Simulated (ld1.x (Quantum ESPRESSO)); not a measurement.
cobalt: from the effect back to the setting (PAW)

Base potential:

```
Element                 : Co (Z = 27)
Generator               : ld1.x (Quantum ESPRESSO) 7.5
Type                    : PAW
Functional              : LDA (PZ)
Relativity              : scalar-relativistic
Frozen core             : [Ne]
Valence charge          : 17
Reference configuration : 3s2 3p6 3d7 4s2 4p0
Partial waves           : 3s (bound): rcut 1.05, rcutus 1.15 bohr; 4s (bound): rcut 1.05, rcutus 1.15 bohr; 3p (bound): rcut 1.15, rcutus 1.25 bohr; 4p (bound, empty): rcut 1.15, rcutus 1.25 bohr; 3d (bound): rcut 1.35, rcutus 1.85 bohr; 3d channel at 1.75 Ry: rcut 1.35, rcutus 1.85 bohr
Local potential         : all-electron potential smoothed inside 1.20 bohr (lloc = -1)
Core correction         : a·sin(br)/r model core, default radius (ld1.x builds one for every PAW set, though the input has nlcc=.false.)
Augmentation charge     : BESSEL, radius 1.00 bohr
```

Cutoffs, loose and tight: the cutoffs (Ry, on a coarse ladder) from which the occupation-weighted sum of valence levels, in a spherical-Bessel basis at the reference potential, stays within 10 and 1 mRy of its value at 400 Ry. They do not see the model core or the augmentation charge, which bear on the density cutoff. Test errors are all-electron minus pseudo excitation energies from the reference, over the configurations 3s2 3p6 3d7 4s1 4p0; 3s2 3p6 3d7 4s0 4p0; 3s2 3p6 3d6 4s0 4p0; 3s2 3p6 3d6 4s2 4p0; 3s2 3p6 3d8 4s0 4p0; 3s2 3p6 3d7 4s1.5 4p0; 3s2 3p6 3d7 4s0 4p1 (two spin-polarised tests are not counted in the largest error); variants that change the core or the reference have their own tests.

A file whose overlap is not positive is unfit for use, and its test errors describe a broken file.

Only the scale of all radii but the core radius (base = 1) is moved (2 further runs of the sweep failed or gave no value and are left out):

```tsv
scale of all radii but the core radius (base = 1)	bound ghosts	largest test error (meV)	median size of the test errors
0.78	none	+19	2.0 meV
0.88	not determined (overlap not positive)	+327	2.2 meV
1.07	not determined (overlap not positive)	-10	3.5 meV
1.27	none	+37	13.7 meV
```

Q: One more run gave bound ghosts: not determined (overlap not positive); largest test error (meV): -14; median size of the test errors: 3.9 meV. Which value of the scale of all radii but the core radius (base = 1) was used?

A: 1.17. The median size of the test errors moves one way along this sweep, from 2.0 meV at 0.78 to 13.7 meV at 1.27, which places the run between 1.07 and 1.27.
